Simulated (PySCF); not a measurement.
**Two-component Hartree-Fock for Lu⁴⁺ (lutetium, charge +4)**

Start: [Xe] 4f13; 4f5/2 filled at m_j = -3/2, -1/2, +1/2, +3/2, +5/2; 4f7/2 filled at m_j = -7/2, -5/2, -3/2, -1/2, +1/2, +3/2, +5/2, +7/2. Calculated with PySCF 2.14 in x2c-QZVPPall-2c (16s16p12d6f2g, 184 functions): generalised Hartree-Fock with the X2C-1e Hamiltonian and a Gaussian nucleus; one run each with spin-orbit coupling (SO) screened by Boettger's factors, then bare. This is a chosen level, not necessarily the ground level.

```csv
spinor shell,electrons,"ε, screened SO (eV)","ε, bare SO (eV)",weight of nominal j (bare SO),"rms radius, bare SO (bohr)"
1s1/2,2,-63682.5,-63681.4,1.000,0.0219
2s1/2,2,-11014.6,-11014.3,1.000,0.0885
2p1/2,2,-10495.6,-10522.7,1.000,0.0752
2p3/2,4,-9372.5,-9363.4,1.000,0.0825
3s1/2,2,-2593.4,-2593.3,1.000,0.227
3p1/2,2,-2363.5,-2369.4,1.000,0.218
3d3/2,4,-1734.1,-1739.5,1.000,0.206
3d5/2,6,-1681.9,-1678.6,1.000,0.210
4s1/2,2,-585.60,-585.62,1.000,0.508
4p1/2,2,-490.01,-491.44,1.000,0.518
4p3/2,4,-434.64,-434.20,1.000,0.551
4d3/2,4,-276.22,-277.36,0.996,0.581
4d5/2,6,-267.55,-266.89,0.997,0.595
5s1/2,2,-118.35,-118.35,1.000,1.23
5p1/2,2,-87.742,-87.930,0.997,1.35
5p3/2,4,-79.728,-79.675,0.999,1.44
4f5/2,5,-72.348,-73.041,0.980,0.740
4f7/2,8,-70.985,-70.527,0.988,0.757
```

(1) Where does 3p3/2 lie, and what is the 3p spin-orbit splitting (bare SO)?

```tsv
quantity	screened SO	bare SO
E (hartree)	-14564.09723	-14565.05872
M_J	5/2	5/2
⟨J²⟩	8.767	8.758
⟨L²⟩	12.107	12.118
⟨S²⟩	0.854	0.864
```

Each row is a mean over spinors that exchange with the open shell spreads, by up to 9.681 eV (4d3/2).

Breit and QED terms are absent; they matter most for the inner s and p1/2 levels.

Densities and radii are taken from the X2C orbitals without a picture-change correction, which distorts them close to the nucleus.

Results:

(1) At -2117.9 eV, 251.45 eV above 3p1/2.
